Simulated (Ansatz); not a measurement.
Na₅⁺. The state is a singlet with charge 1. Geometry r2SCAN/def2-SVP.

| atom | x (Å) | y (Å) | z (Å) |
| --- | --- | --- | --- |
| Na1 | -0.120 | 0.010 | 0.119 |
| Na2 | -1.804 | 3.318 | 0.131 |
| Na3 | 2.396 | -2.650 | 0.308 |
| Na4 | -0.047 | 2.491 | -2.597 |
| Na5 | -0.426 | -3.169 | 2.038 |

The restricted singlet is unstable towards broken spin symmetry in Hartree–Fock (as tested in another run); at PBE/def2-TZVP, r2SCAN/def2-TZVP, r2SCANh/def2-TZVP, PBE0/def2-TZVP and others this wasn't settled. The structure comes from a short search, and lower isomers may exist.

Estimate the orbital energies around the gap (eV) in Ansatz with PBE/def2-TZVP, r2SCAN/def2-TZVP, r2SCANh/def2-TZVP, PBE0/def2-TZVP, BHLYP/def2-TZVP.


```
orbital  PBE/def2-TZVP  r2SCAN/def2-TZVP  r2SCANh/def2-TZVP  PBE0/def2-TZVP  BHLYP/def2-TZVP
 HOMO−9         -31.63            -32.63             -33.87          -35.00           -38.39
 HOMO−8         -31.63            -32.62             -33.87          -35.00           -38.39
 HOMO−7         -31.62            -32.62             -33.86          -34.99           -38.39
 HOMO−6         -31.61            -32.60             -33.84          -34.97           -38.37
 HOMO−5         -31.60            -32.60             -33.84          -34.97           -38.37
 HOMO−4         -31.27            -32.21             -33.46          -34.63           -38.17
 HOMO−3         -31.26            -32.21             -33.46          -34.62           -38.16
 HOMO−2         -31.20            -32.14             -33.39          -34.57           -38.13
 HOMO−1          -6.77             -6.67              -6.90           -7.29            -7.76
   HOMO          -6.22             -6.09              -6.28           -6.63            -7.02
   LUMO          -4.98             -4.70              -4.55           -4.46            -3.97
 LUMO+1          -4.78             -4.50              -4.34           -4.26            -3.73
 LUMO+2          -4.62             -4.24              -4.09           -4.06            -3.61
 LUMO+3          -4.03             -3.81              -3.66           -3.55            -2.99
 LUMO+4          -3.68             -3.42              -3.24           -3.14            -2.59
 LUMO+5          -3.63             -3.37              -3.22           -3.14            -2.59
```
